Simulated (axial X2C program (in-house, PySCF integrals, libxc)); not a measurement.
**ZrF: the levels of the configuration d2 s1 p(π)0**

Computed with an in-house all-electron X2C program for linear molecules (integrals from PySCF): two-component X2C with atomic mean-field Coulomb and Gaunt terms, basis Zr dyall-v3z, F dyall-av3z (cores contracted in-house). Orbitals come from Hartree–Fock averaged over the configuration Zr d2 s1 p(π)0; CI then distributes these electrons over the d, s, p(π) shells of Zr.

R = 1.997 Å (near the minimum of the configuration average).

Lowest levels of this model:

| Ω | energy (cm⁻¹) | g∥ | μ (D) | configuration |
| --- | --- | --- | --- | --- |
| 3/2 | 0 | 0.00 | -2.56 | 98% d2 s1 |
| 5/2 | 320 | 4.01 | -2.57 | 98% d2 s1 |
| 1/2 | 335 | 2.00 | -3.31 | 99% d2 s1 |
| 3/2 | 392 | 5.97 | -3.34 | 99% d2 s1 |
| 3/2 | 565 | 2.03 | -2.42 | 71% d1 s2 + 20% d2 s1 |
| 7/2 | 652 | 8.01 | -2.59 | 98% d2 s1 |
| 9/2 | 991 | 12.00 | -2.60 | 98% d2 s1 |
| 5/2 | 1241 | 6.01 | -2.42 | 70% d1 s2 + 21% d2 s1 |
| 1/2 | 2596 | 1.16 | -2.34 | 97% d2 s1 |
| 1/2 | 2644 | 2.80 | -2.38 | 98% d2 s1 |
| 3/2 | 2665 | 3.97 | -2.34 | 97% d2 s1 |
| 5/2 | 2763 | 7.97 | -2.34 | 98% d2 s1 |
| 1/2 | 3964 | 0.01 | -2.39 | 46% d2 s1 + 46% d1 s2 |
| 5/2 | 5137 | 6.03 | -1.17 | 99% d2 s1 |
| 7/2 | 5295 | 10.00 | -1.15 | 99% d2 s1 |
| 7/2 | 8705 | 6.09 | -2.76 | 95% d2 s1 |
| 9/2 | 8743 | 10.01 | -2.77 | 95% d2 s1 |
| 7/2 | 9648 | 7.91 | -2.72 | 94% d2 s1 |
| 9/2 | 19620 | 12.00 | -3.80 | 47% d3 + 34% d1 s1 p(π)1 |
| 9/2 | 24580 | 9.23 | -4.75 | 51% d2 p(π)1 + 47% d3 |
| 11/2 | 25028 | 13.29 | -5.14 | 74% d2 p(π)1 + 26% d3 |
| 11/2 | 25488 | 12.72 | -4.95 | 52% d2 p(π)1 + 48% d3 |

g∥ is the magnitude of 2⟨Lz + ge Sz⟩ for the +Ω component. μ is positive if the F end is positive.

Problem. From Ω and g∥ of the lowest level, whose 2⟨Lz + ge Sz⟩ is positive, find ⟨Sz⟩ and ⟨Lz⟩ (ge = 2.0023).

Solution. Ω = ⟨Lz⟩ + ⟨Sz⟩ = 3/2 and ⟨Lz⟩ + ge⟨Sz⟩ = 0.000, so ⟨Sz⟩ = -1.50 and ⟨Lz⟩ = 3.00.

Occupations of the active spinors in the lowest level by ω, shell by shell in order of energy: -5/2: 0.00; -3/2: 0.00 0.00 0.00; -1/2: 0.00 0.01 0.99 0.00; 1/2: 0.93 0.06 0.00 0.01; 3/2: 1.00 0.00 0.00; 5/2: 0.00. The leading determinant has weight 0.92 among 82.

This point took 2 s on 1 thread of Arm Neoverse N1, with other jobs on the host.

There is no dynamic correlation: spin–orbit spacings and, for f shells, spacings inside one term are the most reliable numbers, splittings between terms come out too wide, and energies between configurations are not reliable, so the lowest level need not be the ground state of the molecule. For d shells the ligand-field splittings (σ, π, δ) and their order can be off by a thousand cm⁻¹ or more. At most 4 roots were kept for each Ω > 0 (twice that for Ω = 0) within 3.2 eV of the lowest, so higher up levels can be missing between those listed; levels with Ω > 0 are doubly degenerate and listed once, Ω = 0 levels singly. Some active spinors are only partly of the character that their shell is named for, so the shell names and counts are nominal. States that fill the shells left empty in the average are placed too high.
